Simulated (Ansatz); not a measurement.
Breaking the Mg1–H2 bond in CH4Mg (SMILES [CH3][MgH]) (multiplicity 1 held, fragments rigid). Energies count from the point at 1.704 Å.
Geometry at that point (charge 0, multiplicity 1):
```json
[
 {"atom": "Mg", "x (Å)": "-0.7281", "y (Å)": "-0.3887", "z (Å)": "-0.1075"},
 {"atom": "H", "x (Å)": "-2.2191", "y (Å)": "-1.1847", "z (Å)": "-0.3276"},
 {"atom": "C", "x (Å)": "1.0992", "y (Å)": "0.5868", "z (Å)": "0.1623"},
 {"atom": "H", "x (Å)": "1.5719", "y (Å)": "0.3075", "z (Å)": "1.1086"},
 {"atom": "H", "x (Å)": "0.9807", "y (Å)": "1.6744", "z (Å)": "0.1704"},
 {"atom": "H", "x (Å)": "1.8086", "y (Å)": "0.3464", "z (Å)": "-0.6351"}
]
```

R- and RO- levels are restricted; in cc, def2 and unpolarised 6-31G sets they are followed outwards from rest. Unrestricted levels (U-) break spin symmetry where that is lower. Active spaces are followed from a long bond inwards. Levels need not reach the same state.

Cores are frozen in the correlated methods.

The values were computed with Ansatz (a first-principles code). Values without a source in brackets are computed.

Energies in kJ/mol.

```tsv
R (Å)	R-SCS-MP2/def2-SVPD	U-CCSD/def2-SVPD	FIC-NEVPT4(SD) on CASSCF(2,2)/def2-SVPD	FIC-MRCISD+Q on CASSCF(2,2)/def2-SVPD
1.364	85	85	85	85
1.534	18	18	18	18
1.704	0	0	0	0
1.875	10	9	9	9
2.045	34	32	31	31
2.301	82	77	75	76
2.557	134	125	122	123
2.983	215	197	190	192
3.409	282	249	239	241
3.920	342	280	271	273
4.602	387	291	286	289
5.454	395	292	290	293
```

Doubts at one or more of the structures used: a restricted determinant that unrestricted orbitals would lower (R-SCS-MP2/def2-SVPD); a spin-contaminated determinant (U-CCSD/def2-SVPD); T1 above 0.05 (U-CCSD/def2-SVPD).
